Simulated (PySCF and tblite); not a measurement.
**Conformers and averaged properties: C4H4F6, numbered as in [F:1][C:2]([F:3])([F:4])[CH2:5][CH2:6][C:7]([F:8])([F:9])[F:10]**

Geometries PBE0-D3(BJ)/def2-SVP; weights from PBE0-D3(BJ)/def2-SVPD energies and GFN2-xTB thermal corrections, with symmetry numbers and mirror pairs. Conformers within 4 kcal/mol (GFN2-xTB free energy) were kept, 5 at most. GIAO shieldings: PBE0/pcSseg-1. Couplings: B3LYP/pcSseg-1 with pcJ-1 on H, F (gas phase; spin-dipole term only for pairs with B, N, F, Si or P). Couplings are for ¹⁹F, ¹H; a prime marks the second kind of pair between the same two sets of atoms. Shifts are against TMS (¹H), TMS (¹³C), CFCl3 (¹⁹F) at the same level. Run with PySCF (density fitting) and tblite.

Torsions listed: C2–C5–C6–C7. Of a mirror pair one member is shown.

| conformer | shape | symmetry | E(GFN2) kcal/mol | E(DFT) kcal/mol | G(298.15 K) kcal/mol | weight % | dipole D |
| --- | --- | --- | --- | --- | --- | --- | --- |
| 1 | 180° | C2h | 0.00 | 0.00 | 0.00 | 98.2 | 0.00 |
| 2 | 71° | C2 (pair) | 2.47 | 2.45 | 2.38 | 1.8 | 3.06 |

Weights (%) against temperature:

| T (K) | 1 | 2 | S(mix) cal/mol/K |
| --- | --- | --- | --- |
| 200 | 99.8 | 0.2 | 0.03 |
| 250 | 99.2 | 0.8 | 0.10 |
| 298.15 | 98.2 | 1.8 | 0.20 |
| 350 | 96.7 | 3.3 | 0.33 |
| 400 | 95.0 | 5.0 | 0.47 |

Averaged shifts at 298.15 K. ¹H: 2.07 (H5/H6, 4H) ppm. ¹³C: 131.0 (C2/C7), 30.0 (C5/C6) ppm. ¹⁹F: -83.4 (F1/F3/F4/F8/…) ppm.

Averaged couplings (Hz): ³J(F1,H5) 9.5, ²J(H5,H5) -15.7, ³J(H5,H6) 15.7, ³J(H5,H6′) 4.4. Computed couplings to fluorine can be off by tens of per cent at such levels.

Coordinates of conformer 1 (Å):

```xyz
14

F     1.980   -0.406    1.632
C     1.892   -0.305    0.301
F     2.719   -1.208   -0.227
F     2.348    0.907   -0.035
C     0.480   -0.514   -0.179
C    -0.480    0.515    0.391
C    -1.892    0.304   -0.087
F    -2.349   -0.906    0.254
F    -1.981    0.401   -1.418
F    -2.719    1.210    0.438
H     0.494   -0.470   -1.277
H     0.179   -1.532    0.110
H    -0.493    0.471    1.490
H    -0.180    1.532    0.102
```

Unscaled ¹⁹F shifts at such levels can be off by tens of ppm; differences between conformers or isomers are more reliable. Shifts are unscaled: against experiment ¹³C can be off by 15 ppm or more and ¹H by 0.8 ppm.

Search and properties took 4.4 min on 1 thread of Intel Xeon Platinum 8375C @ 2.90GHz, on a host shared with other jobs (rough), launched as `OMP_NUM_THREADS=1 python ens_run.py task.json out`.
